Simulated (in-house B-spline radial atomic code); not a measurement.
Successive ionisation energies of cadmium; each step leads to the configuration of the next row (after the last: [Ar] 3d10 4s2). Dirac energy differences include first-order Breit, QED and recoil terms. NIST's values go from ground level to ground level; the uncertainty of those that are theory runs from under 0.1 % in few-electron ions to several per cent in heavy many-electron ones. Computed with a B-spline radial code for spherical atoms: Dirac-Hartree-Fock, jj configuration that fills j = l - 1/2 first, finite nuclei.

A number in brackets counts the electrons of a j subshell.

```tsv
ion	configuration	ionisation energy (eV)	tabulated value (eV)	computed minus tabulated (eV)	highest orbital	largest mean radius (bohr)
Cd	[Kr] 4d10 5s2	7.3	8.99382	-1.7	5s1/2	3.0888
Cd+	[Kr] 4d10 5s1	15.5	16.90831	-1.4	5s1/2	2.7773
Cd2+	[Kr] 4d10	?	?	?	?	?
Cd3+	[Kr] 4d3/2(4) 4d5/2(5)	52.0	51	1.0	4d5/2	1.1966
Cd4+	[Kr] 4d3/2(4) 4d5/2(4)	69.3	67.9	1.4	4d5/2	1.1541
Cd5+	[Kr] 4d3/2(4) 4d5/2(3)	87.6	87	0.6	4d5/2	1.1173
Cd6+	[Kr] 4d3/2(4) 4d5/2(2)	106.8	105	1.8	4d5/2	1.0846
Cd7+	[Kr] 4d3/2(4) 4d5/2(1)	127.0	130.1	-3.1	4d5/2	1.0552
Cd8+	[Kr] 4d3/2(4)	149.9	150	-0.1	4d3/2	1.0194
Cd9+	[Kr] 4d3/2(3)	171.7	173	-1.3	4d3/2	0.99479
Cd10+	[Kr] 4d3/2(2)	?	?	?	?	?
Cd11+	[Kr] 4d3/2(1)	217.7	218	-0.3	4d3/2	0.95139
Cd12+	[Ar] 3d10 4s2 4p6	304.8	305	-0.2	4p3/2	0.86675
Cd13+	[Ar] 3d10 4s2 4p1/2(2) 4p3/2(3)	?	?	?	?	?
Cd14+	[Ar] 3d10 4s2 4p1/2(2) 4p3/2(2)	357.7	358	-0.3	4p3/2	0.84315
Cd15+	[Ar] 3d10 4s2 4p1/2(2) 4p3/2(1)	385.0	385	0.0	4p3/2	0.83225
Cd16+	[Ar] 3d10 4s2 4p1/2(2)	419.3	421	-1.7	4p1/2	0.80648
Cd17+	[Ar] 3d10 4s2 4p1/2(1)	449.2	452.6	-3.4	4p1/2	0.79568
```

(1) Fill in the row of Cd2+.

(2) Fill in the row of Cd10+.

(3) Fill in the row of Cd13+.

(4) Where is the largest jump?

(5) How far is this level of theory from the measured and semi-empirical values?

## Answers

(1) ionisation energy (eV): 35.8; tabulated value (eV): 37.468; computed minus tabulated (eV): -1.7; highest orbital: 4d5/2; largest mean radius (bohr): 1.2474.

(2) ionisation energy (eV): 194.3; tabulated value (eV): 195; computed minus tabulated (eV): -0.7; highest orbital: 4d3/2; largest mean radius (bohr): 0.97236.

(3) ionisation energy (eV): 331.0; tabulated value (eV): 329; computed minus tabulated (eV): 2.0; highest orbital: 4p3/2; largest mean radius (bohr): 0.85447.

(4) From Cd+ to Cd2+, by a factor of 2.30 (15.543 to 35.817 eV); the highest orbital goes from 5s1/2 to 4d5/2.

(5) Over those 4 rows the differences run from -3.4 to -1.37 eV (mean absolute value 2 eV). The calculation leaves out correlation and, in open shells, the multiplet splittings that an average leaves out.
